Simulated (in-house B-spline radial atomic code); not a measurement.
A run on I that did not converge. Method: scalar-relativistic (X2C) LC-wPBE, spin-polarised, spherical fractional occupations, Fermi nucleus of rms radius 4.75 fm; computed with an all-electron radial atomic-structure program (B-spline basis).

Command:
```bash
python run_scf.py task.json out
```
Settings (nuclear radius in fm, mass in u):
```
Z                53
configuration    [Kr] 4d10 5s1.75 5p5 5d0.25
hamiltonian      x2c
method           lc_wpbe
spin_polarised   True
nucleus          fermi
rms_radius       4.75
atomic_mass      126.90447
speed_of_light   137.035999084
```

First and last ten iterations of the last attempt (damped for 15 steps, keeping 80 % of the old Fock matrix, then DIIS):
```
 iter        energy (Eh)    residual
    1       -7111.690955    4.70e-01
    2       -7112.988712    2.46e-01
    3       -7114.065808    1.57e-01
    4       -7114.547524    9.98e-02
    5       -7114.774178    6.27e-02
    6       -7114.854703    3.94e-02
    7       -7114.889129    2.47e-02
    8       -7114.903935    1.58e-02
    9       -7114.910399    1.18e-02
   10       -7114.913296    8.89e-03
  111       -7114.916223    3.18e-06
  112       -7114.916223    1.98e-06
  113       -7114.916223    1.66e-06
  114       -7114.916223    2.73e-06
  115       -7114.916223    2.67e-06
  116       -7114.916223    2.16e-06
  117       -7114.916223    2.58e-06
  118       -7114.916223    3.23e-06
  119       -7114.916223    3.12e-06
  120       -7114.916222    9.17e-06
 not converged after 120 iterations
```

The smallest residual met was 1.2e-06; the threshold is about 5e-07. Over the last five steps the energy moves by less than 9e-07 hartree, but the orbitals didn't meet the threshold. Time taken, with all properties: 32 s on 1 thread of Arm Neoverse V2 (shared host).
